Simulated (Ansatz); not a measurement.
The cluster Pt2H3⁻. The state is a triplet with charge -1. Geometry r2SCAN-D4/def2-TZVPD; atoms count from 1.

Cartesian coordinates in Å:
```
Pt 0.563 0.736 1.930
Pt -0.366 -0.107 -0.208
H 0.307 -0.480 -1.556
H 0.943 -0.682 1.010
H -1.446 0.533 -1.177
```

In the def2 sets Pt takes a core potential; there is no spin–orbit coupling. At PBE0-D4/def2-TZVPD a singlet of charge -1 lies 1.12 eV below the triplet, each at its own geometry. The structure comes from a short search, and lower isomers may exist.

Q: Estimate the Mulliken populations from the PBE0/def2-TZVPD orbitals of Ansatz.

A: 
```csv
atom,charge (e),spin (α − β),d electrons
Pt1,-0.42,1.35,8.90
Pt2,-0.33,0.39,8.76
H3,-0.10,0.06,–
H4,-0.11,0.10,–
H5,-0.03,0.10,–
```
Mulliken values depend strongly on the basis. With diffuse functions, as here, like atoms can get unlike values, and bond orders can come out too low or too high.

Q: Where does the spin sit?

A: Summed by element: Pt 1.74, H 0.26, of 2 unpaired in all. Largest on single atoms: Pt1 1.35, Pt2 0.39, H5 0.10.

Q: And the Mayer bond orders between heavy atoms (over 0.3)?

A: Pt1–Pt2 0.96 (2.48 Å).
